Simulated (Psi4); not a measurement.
Interaction energy of H4OSi ··· Br2 (SMILES O[SiH3] and BrBr). Monomers: optimised at B3LYP-D3(BJ) (def2-TZVP), held rigid. Orientation: lowest of the rigid-body minima from ten starts at GFN2-xTB. The monomers approach along the line of their centres of mass (distance R); nothing else relaxes.

Methods: PBE/def2-TZVP, counterpoise-corrected (Psi4); PBE-D3(BJ)/def2-TZVP, counterpoise-corrected (Psi4); SAPT0/jun-cc-pVDZ, frozen core (Psi4).

Interaction energies in kcal/mol; the last columns give the difference from SAPT0:

```csv
R / Å,PBE/def2-TZVP,PBE-D3(BJ)/def2-TZVP,SAPT0/jun-cc-pVDZ,PBE/def2-TZVP − SAPT0/jun-cc-pVDZ,PBE-D3(BJ)/def2-TZVP − SAPT0/jun-cc-pVDZ
3.13,17.43,15.15,16.56,0.87,-1.41
3.36,7.97,5.95,6.87,1.10,-0.92
3.57,3.70,1.92,2.74,0.96,-0.83
3.74,1.90,0.31,1.12,0.77,-0.81
3.92,0.87,-0.50,0.29,0.58,-0.79
4.10,0.36,-0.82,-0.07,0.43,-0.75
4.47,0.03,-0.80,-0.21,0.24,-0.59
4.77,0.01,-0.60,-0.15,0.16,-0.45
5.23,0.05,-0.33,-0.05,0.10,-0.28
5.97,0.08,-0.09,0.02,0.06,-0.12
6.93,0.06,-0.01,0.04,0.03,-0.04
8.24,0.03,0.01,0.03,0.01,-0.02
```

PBE/def2-TZVP is furthest from SAPT0/jun-cc-pVDZ at 3.36 (1.10 kcal/mol, above); its mean absolute difference over the points is 0.44 kcal/mol.

PBE-D3(BJ)/def2-TZVP is furthest from SAPT0/jun-cc-pVDZ at 3.13 (-1.41 kcal/mol, below); its mean absolute difference over the points is 0.58 kcal/mol.
